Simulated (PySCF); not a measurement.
**Si3H6O2**

Si3H6O2 is a silylene (divalent Si1, bonded to 2 O), neutral, triplet. The structure, one conformer, was relaxed in the gas phase by PBE0-D3(BJ)/def2-SVP. No frequency run checks that it is a minimum.

This triplet is an excited state: in a silylene with lone-pair donors on the centre (O, O) the singlet is known to lie well below it (the gap isn't computed here), so the molecule in its ground state shows no EPR spectrum.

SMILES: [SiH3]O[Si]O[SiH3]

```xyz
11

Si   -0.817   -0.246   -1.911
O     0.779    0.170   -1.740
Si    2.006    0.490   -0.665
O    -1.745   -0.438   -0.552
Si   -1.811   -0.440    1.108
H     3.240    0.774   -1.447
H     1.653    1.670    0.180
H     2.226   -0.689    0.228
H    -0.853   -1.446    1.659
H    -1.443    0.909    1.637
H    -3.201   -0.783    1.514
```
Atom numbers follow the order of the file, from 1.

EPR values by unrestricted B3LYP, IGLO-III on O Si, pcH-1 on H.

Task: Predict g and the largest hyperfine couplings. Where does the spin sit?

Result: g = 1.9988, 2.0002, 2.0018. The zero-field splitting dominates the spectrum: D = -0.16 cm⁻¹, |E| = 0.023 cm⁻¹ (spin-spin and spin-orbit parts, DFT, rough). The spin sits on Si1 (91 %, bonded to 2 O) by Mulliken populations.
| atom | isotope | isotropic (MHz) | dipolar, principal values (MHz) |
| --- | --- | --- | --- |
| Si1 | 29Si | -971.9 | -77.5, 5.0, 72.5 |
| O4 | 17O | -64.0 | -6.1, -5.4, 11.5 |
| O2 | 17O | -63.6 | -6.0, -5.5, 11.5 |
| Si5 | 29Si | -7.1 | -3.7, 1.3, 2.4 |
| Si3 | 29Si | -7.0 | -3.7, 1.3, 2.4 |
| H10 | 1H | 2.4 | -1.3, -1.0, 2.2 |

Task: How do the isotropic couplings move with BHandHLYP?

Result: Si1 -971.9 to -999.0 MHz, O4 -64.0 to -67.9 MHz, O2 -63.6 to -67.6 MHz, Si5 -7.1 to -6.1 MHz.

The 2 runs behind this took 3.2 min in all, one thread each of Arm Neoverse V1 on a shared host, launched as `OMP_NUM_THREADS=1 python cluster_run.py task.json out`.
